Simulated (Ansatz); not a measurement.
Reaction (hydrogenolysis of the Si–F bond): `F[SiH]1[CH2][AlH]1` + H₂ → `[CH2]1[AlH][SiH2]1` + H–F

Calculated with Ansatz (gas phase, PBE0-D4/def2-TZVP geometries, no zero-point term in ΔE). CCSD(T)/CBS adds triple-zeta CCSD(T) − MP2 to the extrapolated MP2 energy (def2 sets, frozen cores). This one scheme is used for every species.

| species | MP2/def2-QZVPP energy (Eh) |
| --- | --- |
| `F[SiH]1[CH2][AlH]1` | -671.24977 |
| H₂ | -1.16658 |
| `[CH2]1[AlH][SiH2]1` | -572.00704 |
| H–F | -100.36692 |

Q: Work out ΔE.

A: ΔE = (-572.00704) + (-100.36692) − (-671.24977) − (-1.16658) = 0.04239 Eh = +111.3 kJ/mol. CCSD(T)/CBS gives +106.2 kJ/mol.

Q: What do rigid-rotor, harmonic-oscillator terms from PBE0-D4/def2-TZVP frequencies (298.15 K, 1 bar) make of the CCSD(T)/CBS value? (Estimate.)

A: The calculation gave: ΔZPE = +9.8 kJ/mol, ΔH = +114.9 kJ/mol, ΔS = 28 J/(mol·K), ΔG = +106.6 kJ/mol.

Largest T1 diagnostic among the species: 0.013.

At CCSD(T), def2-SVP lies −19.8 kJ/mol from the extrapolated value and def2-TZVPP −2.8 kJ/mol. From PBE to PBE0 (25 % exact exchange), in def2-TZVPP and without D4, ΔE moves by −4.1 kJ/mol. Leaving LDA and LC-ωPBE aside and taking each functional with its dispersion term where it has one, the values, not all of them listed here, spread over 14.9 kJ/mol, from HSE06-D4 to r2SCAN-D4.
